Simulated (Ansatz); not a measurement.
Born–Oppenheimer molecular dynamics of a periodic cell of 12 atoms, HCl (contents 6 HCl, density as packed 1.19 g/cm³ with natural masses). It starts from a partly relaxed structure (largest force component 0.27 eV/Å).

Method: DFT PBE, scalar-relativistic, plane waves, PAW (Ansatz). Settings: accuracy low, cutoff 420 eV, k mesh 1x1x1, fermi-dirac smearing 0.02 eV, no spin polarisation.

```
ensemble        : NVT, Langevin thermostat
time step       : 0.5 fs
steps asked     : 300
set temperature : 1000 K
friction        : 0.02 /fs
masses          : H 2.014 u
seed            : 114877
```

First frame:

```xyz
12
Lattice="6.7387 0.0000 0.0000 0.0000 6.7387 0.0000 0.0000 0.0000 6.7387" Properties=species:S:1:pos:R:3
Cl 4.775 0.509 1.821
H 4.857 1.225 0.712
Cl 5.171 2.440 5.560
H 6.333 1.942 5.197
Cl 1.644 1.084 4.337
H 1.641 1.798 3.240
Cl 2.096 5.135 6.271
H 2.653 4.761 5.144
Cl 3.690 4.302 3.189
H 3.422 5.389 2.525
Cl 0.803 2.524 1.345
H 1.548 3.379 0.680
```

Q: What does the run give?

A: The run went to its last step.

```
steps done                                               : 300
time covered                                             : 150 fs
mean temperature over the second half                    : 1027 K
spread of the potential energy over the second half      : 11.5 meV per atom
mean potential energy of the second half above the start : 68.4 meV per atom
```

A run of 0.15 ps of so small a system gives no equilibrium averages. Limits of this set-up: coarse k mesh, low accuracy level.

Q: What happens to the structure?

A: Mean squared displacements from the first frame to the last, about the centre of mass: Cl 0.41 Å², H 3.24 Å². Another seed would give other details.

Q: How do temperature and energy run in time?

A: 
```csv
time (fs),T (K),potential energy less start (eV)
0.0,917,0.000
5.0,919,0.143
10.0,823,0.331
15.0,644,0.360
20.0,602,0.540
25.0,630,0.568
30.0,628,0.626
35.0,663,0.667
40.0,651,0.664
45.0,737,0.773
50.0,734,0.659
55.0,943,0.671
60.0,1041,0.912
65.0,1073,0.977
70.0,1116,0.989
75.0,1136,1.083
80.0,1135,1.128
85.0,1272,0.994
90.0,1222,0.877
95.0,1091,0.778
100.0,1023,0.880
105.0,1267,0.644
110.0,865,0.831
115.0,1057,0.683
120.0,1042,0.692
125.0,950,0.771
130.0,848,0.788
135.0,1020,0.667
140.0,766,0.810
145.0,914,0.767
150.0,1026,0.746
```

Run time: 3.3 min on 1 thread of AMD EPYC 9R14 (Zen 4) (shared host), peak memory 0.41 GiB.
